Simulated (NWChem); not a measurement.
System: C3H5Cl; SMILES ClC(C)=C

Computed with NWChem. Structure relaxed at the PBE0/def2-SVP level. Vertical excitations in the gas phase; the lowest state need not have the same character in each row.

```tsv
level	lowest excitation, singlet (eV)	lowest state with f > 0.02, singlet (eV)	orbital gap (eV)
PBE/def2-SVPD, TDA	6.15	6.53	5.06
B3LYP/def2-SVPD, TDA	6.41	6.85	6.74
Hartree-Fock/def2-SVPD, CIS	(withheld)	(withheld)	(withheld)
```

### Question
Some entries are withheld; supply them.

### Answer

- Hartree-Fock/def2-SVPD, CIS, lowest excitation, singlet (eV): 7.45
- Hartree-Fock/def2-SVPD, CIS, lowest state with f > 0.02, singlet (eV): 7.49
- Hartree-Fock/def2-SVPD, CIS, orbital gap (eV): 12.47
